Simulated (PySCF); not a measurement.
Job file and geometry (Å, from GFN2-xTB) of an NMR shielding run on SMILES CC(=O)[C@@](C)(C=O)CC[SiH3], C₇H₁₄O₂Si, GIAO PBE0/pcSseg-1 NMR shielding, non-relativistic, gas phase (PySCF); density fitting, a coarse starting grid and PySCF grid level 2 are the driver's defaults:

```
$ OMP_NUM_THREADS=1 python probes_run.py task.json out

{"job": {"kind": "nmr", "xc": "PBE0", "basis": "pcSseg-1"}, "charge": 0, "multiplicity": 1}
C     -2.057717     1.068208    -1.390995
C     -2.118998     0.161211    -0.199043
O     -3.132049    -0.054281     0.412260
C     -0.793781    -0.533297     0.198848
C     -0.953780    -1.168568     1.579188
C     -0.621378    -1.600598    -0.859106
O     -0.260552    -1.399723    -1.986028
C      0.380594     0.466029     0.128863
C      1.699357    -0.123176     0.619308
Si     3.157242     1.072818     0.350268
H     -1.566312     2.000472    -1.119665
H     -1.491003     0.601141    -2.193467
H     -3.067968     1.290595    -1.726203
H     -1.902326    -1.697665     1.634129
H     -0.149388    -1.870002     1.782948
H     -0.955097    -0.397021     2.345536
H     -0.887369    -2.616545    -0.514461
H      0.505542     0.776062    -0.908980
H      0.133216     1.347106     0.725515
H      1.893199    -1.057026     0.087581
H      1.626459    -0.372247     1.678218
H      4.370830     0.458044     0.886552
H      2.875487     2.325203     1.056561
H      3.304057     1.343025    -1.079874
```

Question: Write the output of this run.

Answer: 
```
coarse grid: 20080 points
cycle   1  E = -714.1046813329  dE =  1.239e+00  |g| = 1.083e+00  |ddm| = 4.323e+00
cycle   2  E = -713.3696622888  dE =  7.350e-01  |g| = 2.249e+00  |ddm| = 3.220e+00
cycle   3  E = -714.3287060453  dE = -9.590e-01  |g| = 2.141e-01  |ddm| = 2.516e+00
cycle   4  E = -714.3386785253  dE = -9.972e-03  |g| = 8.465e-02  |ddm| = 2.768e-01
cycle   5  E = -714.3403234266  dE = -1.645e-03  |g| = 1.906e-02  |ddm| = 1.007e-01
cycle   6  E = -714.3404042127  dE = -8.079e-05  |g| = 5.636e-03  |ddm| = 2.231e-02
cycle   7  E = -714.3404102008  dE = -5.988e-06  |g| = 2.128e-03  |ddm| = 7.302e-03
final grid: 188008 points
cycle   8  E = -714.4224651230  dE = -6.323e-05  |g| = 1.705e-02  |ddm| = 5.279e-02
cycle   9  E = -714.4223028668  dE =  1.623e-04  |g| = 3.377e-02  |ddm| = 4.024e-02
cycle  10  E = -714.4225220628  dE = -2.192e-04  |g| = 2.907e-03  |ddm| = 2.814e-02
cycle  11  E = -714.4225238552  dE = -1.792e-06  |g| = 3.619e-04  |ddm| = 2.417e-03
cycle  12  E = -714.4225238824  dE = -2.712e-08  |g| = 1.722e-04  |ddm| = 6.207e-04
cycle  13  E = -714.4225238886  dE = -6.214e-09  |g| = 5.993e-05  |ddm| = 1.956e-04
cycle  14  E = -714.4225238892  dE = -5.939e-10  |g| = 2.646e-05  |ddm| = 6.725e-05
converged SCF energy = -714.4225238892

GIAO shielding tensors (ppm)
atom      isotropic    diamagn.    paramagn.     s11        s22        s33       span
  0 C      161.356     253.724     -92.368    144.871    151.408    187.789     42.919
  1 C      -21.669     250.333    -272.003   -106.448    -48.656     90.097    196.546
  2 O     -343.576     397.385    -740.961   -949.082   -417.292    335.644   1284.726
  3 C      113.974     257.461    -143.488     71.052    126.127    144.741     73.689
  4 C      170.345     248.617     -78.272    156.692    173.388    180.954     24.262
  5 C      -25.226     249.988    -275.215   -111.791    -44.591     80.704    192.495
  6 O     -367.999     402.882    -770.881  -1023.455   -447.087    366.544   1389.999
  7 C      149.333     252.129    -102.796    132.037    147.816    168.147     36.110
  8 C      178.830     251.759     -72.928    171.254    175.226    190.011     18.757
  9 Si     418.024     879.304    -461.280    388.347    398.412    467.313     78.966
 10 H       29.659      31.529      -1.869     25.200     30.617     33.160      7.960
 11 H       28.501      31.938      -3.437     23.631     30.447     31.425      7.794
 12 H       29.960      28.247       1.713     25.837     27.929     36.114     10.277
 13 H       29.152      32.790      -3.638     23.974     27.478     36.005     12.031
 14 H       30.393      32.846      -2.453     25.068     30.575     35.537     10.468
 15 H       30.973      32.608      -1.635     26.936     29.494     36.489      9.553
 16 H       22.034      30.796      -8.763     19.340     20.458     26.303      6.963
 17 H       28.827      36.312      -7.485     23.848     28.924     33.708      9.860
 18 H       30.586      35.867      -5.281     26.391     30.773     34.594      8.202
 19 H       31.406      33.021      -1.615     26.662     31.410     36.145      9.483
 20 H       31.000      32.904      -1.903     24.650     32.074     36.277     11.627
 21 H       27.781      27.895      -0.115     24.147     25.401     33.794      9.648
 22 H       27.977      28.739      -0.762     24.574     26.346     33.012      8.437
 23 H       27.884      28.747      -0.863     24.190     26.546     32.918      8.729
```

Question: Turn these shieldings into chemical shifts. Shifts are taken against calculated references (same method and geometry level): 13C (σ = 186.93 ppm), 29Si (σ = 349.16 ppm), 1H (σ = 31.72 ppm) vs TMS; 17O (σ = 336.08 ppm) against H2O.

Answer: Averaging equivalent atoms: C 5: 212.2; C 1: 208.6; C 3: 73.0; C 7: 37.6; C 0: 25.6; C 4: 16.6; C 8: 8.1; O 6: 704.1; O 2: 679.7; Si 9: -68.9; H 16: 9.68; H 21/22/23: 3.84; H 17: 2.89; H 10/11/12: 2.34; H 13/14/15: 1.54; H 18: 1.13; H 20: 0.72; H 19: 0.31 ppm. Unscaled 17O shifts of doubly bonded oxygen tend to come out too high, by tens of ppm or more. Experimental scales use liquid or dissolved standards, which lie at an offset from isolated H2O (liquid H2O: subtract about 36 ppm).

Size and cost of the density-fitted run: 247 basis functions, 90 s wall time on 1 thread of an Arm Neoverse V1, shared host; peak memory 1.2 GiB.
